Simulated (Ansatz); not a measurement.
Basis sets compared for Mg₃Cl₄⁺. The state is a doublet with charge 1. Geometry PBE0-D4/def2-SVP. Ansatz on 4 threads of Arm Neoverse V1 on a shared host; times are rough, and most runs start from earlier orbitals.

| atom | x (Å) | y (Å) | z (Å) |
| --- | --- | --- | --- |
| Mg1 | 1.727 | -0.864 | -1.689 |
| Mg2 | -0.310 | 0.205 | 0.651 |
| Mg3 | -3.990 | 1.854 | 2.944 |
| Cl4 | -0.008 | -1.879 | -0.314 |
| Cl5 | -1.793 | 0.975 | 2.277 |
| Cl6 | 1.300 | 1.282 | -0.620 |
| Cl7 | 3.075 | -1.573 | -3.248 |

Another isomer (doublet) lies 0.31 eV lower at PBE0-D4/def2-TZVP; other spin states weren't run for this one.

```tsv
level	functions	energy (Eh)	HOMO (eV)	LUMO (eV)	wall time
PBE-D4/def2-SVP	126	-2439.2548	-9.47	-8.24	3.3 s
PBE0-D4/def2-SVP	126	-2439.4715	-10.40	-7.40	6.5 s
```

Q: Estimate the rows for PBE-D4/def2-TZVP (with forces), PBE0-D4/def2-TZVP.

A: 
```csv
level,functions,energy (Eh),HOMO (eV),LUMO (eV),wall time
PBE-D4/def2-TZVP (with forces),244,-2440.0931,-9.53,-8.23,8 s
PBE0-D4/def2-TZVP,244,-2440.3029,-10.41,-7.38,20 s
```
